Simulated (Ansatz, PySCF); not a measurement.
AlH6NO2Si, SMILES N[SiH2][Al]([OH])[OH]. Atoms are numbered in the order given.

```xyz
11

Si    -1.3548    -0.7860     0.4479
N     -2.4080     0.5981     0.2791
Al     0.8604     0.0291    -0.1124
O      2.2661    -0.7361     0.4740
O      0.8793     1.4005    -1.1317
H     -1.4408    -1.2759     1.8590
H     -1.7145    -1.9842    -0.3935
H     -3.4062     0.5027     0.4472
H     -2.2394     1.2246    -0.5031
H      3.1934    -0.5289     0.3347
H      1.6193     1.9105    -1.4714
```
Charge 0, spin multiplicity 1.

Geometry: B3LYP-D3(BJ)/def2-SVP. The structure was generated by enumeration; whether it is a known compound was not checked. The values are those of a single conformer.

Two levels are set side by side: PBE-D3(BJ)/def2-SVP (Ansatz, a first-principles code) and B3LYP-D3(BJ)/def2-SVP (Ansatz). Each level has its own optimised geometry; the coordinates shown are those of the second. Frequencies come from the Hessian of PySCF at each geometry. Differences are taken from unrounded values.

| quantity | B3LYP-D3(BJ) | PBE-D3(BJ) | PBE-D3(BJ) minus B3LYP-D3(BJ) |
|---|---|---|---|
| mean bond length (Å) | 1.454 | 1.465 | 0.011 |
| bond Si1–N2 (Å) | 1.747 | 1.759 | 0.012 |
| bond Si1–Al3 (Å) | 2.426 | 2.432 | 0.006 |
| bond Al3–O4 (Å) | 1.705 | 1.720 | 0.015 |
| bond Al3–O5 (Å) | 1.709 | 1.724 | 0.015 |
| bond Si1–H6 (Å) | 1.496 | 1.509 | 0.013 |
| bond Si1–H7 (Å) | 1.508 | 1.522 | 0.015 |
| bond N2–H8 (Å) | 1.017 | 1.025 | 0.008 |
| bond N2–H9 (Å) | 1.016 | 1.024 | 0.008 |
| bond O4–H10 (Å) | 0.960 | 0.969 | 0.009 |
| bond O5–H11 (Å) | 0.961 | 0.969 | 0.009 |
| highest harmonic wavenumber (cm⁻¹) | 3933 | 3821 | -113 |
| mean harmonic wavenumber (cm⁻¹) | 1140 | 1110 | -30 |
| zero-point energy (kcal/mol) | 44.00 | 42.84 | -1.16 |

GGA bonds tend to be longer and softer than those of functionals with exact exchange. Differences between two approximate levels are no errors against the true value.
